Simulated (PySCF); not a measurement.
Compound: Hf(NH2)4 (singlet state).
Bonds: Hf1–N2, Hf1–N5, Hf1–N8, Hf1–N11. Hydrogens: H3, H4 on N2; H6, H7 on N5; H9, H10 on N8; H12, H13 on N11.

Level of theory: PBE0-D3(BJ)/def2-SVP geometry optimisation, gas phase, def2 core potentials past Kr in PySCF 2.14.0.

Question: How far are the bound atoms from Hf1?

Answer: 4 atoms: N2 2.049 Å, N5 2.049 Å, N8 2.050 Å, N11 2.050 Å. The nearest atom not counted as bound is H7, at 2.74 Å (others tie with it).

Question: List the angles at Hf1.

Answer: 
```csv
angle,degrees,distance of the outer atoms (Å)
N8–Hf1–N11,110.6,3.37
N2–Hf1–N8,110.2,3.36
N5–Hf1–N11,110.2,3.36
N2–Hf1–N5,109.8,3.35
N2–Hf1–N11,108.2,3.32
N5–Hf1–N8,107.8,3.31
```

Question: What is the shape at Hf1?

Answer: Tetrahedral: angles from 107.8° to 110.6°; τ4 = (360° − α − β)/141° = 0.99 with α and β the two widest (0 for a square, 1 for a tetrahedron).

Question: What are the other bond lengths?

Answer: N2–H3 and 7 like bonds 1.018 Å.

Charge 0, singlet. Stationary, but not proved a minimum.
